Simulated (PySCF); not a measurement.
Z-matrix (Å, degrees):
```
W
N 1 1.9790
H 2 1.0161 1 127.65
H 2 1.0175 3 111.96 1 -176.00
N 1 1.9984 2 90.29 3 82.46
H 5 1.0168 1 126.35 2 -172.38
H 5 1.0177 6 110.66 1 165.04
N 1 2.0032 2 113.26 3 -112.32
H 8 1.0165 1 121.35 2 84.00
H 8 1.0174 9 110.17 1 -160.39
N 1 2.0085 2 96.46 3 167.98
H 11 1.0168 1 123.19 2 -85.07
H 11 1.0184 12 110.28 5 -177.95
N 1 2.0228 2 79.40 3 -30.98
H 14 1.0179 1 123.23 2 -31.01
H 14 1.0180 15 109.69 3 -155.19
C 1 2.2039 2 146.92 3 15.59
H 17 1.0997 1 112.66 2 21.27
H 17 1.1006 18 109.57 6 -177.28
H 17 1.1067 18 108.69 19 117.03
```
Charge 0, spin multiplicity 1.

Give the LUMO, dipole moment and total energy at the level TPSSh-D3(BJ)/def2-TZVP // r2SCAN-D4/def2-SVP (PySCF 2.14.0).


```
Item                  Value
-------------  ------------
LUMO               -1.78 eV
dipole moment     0.377 e·Å
total energy   -387.0564 Ha
```
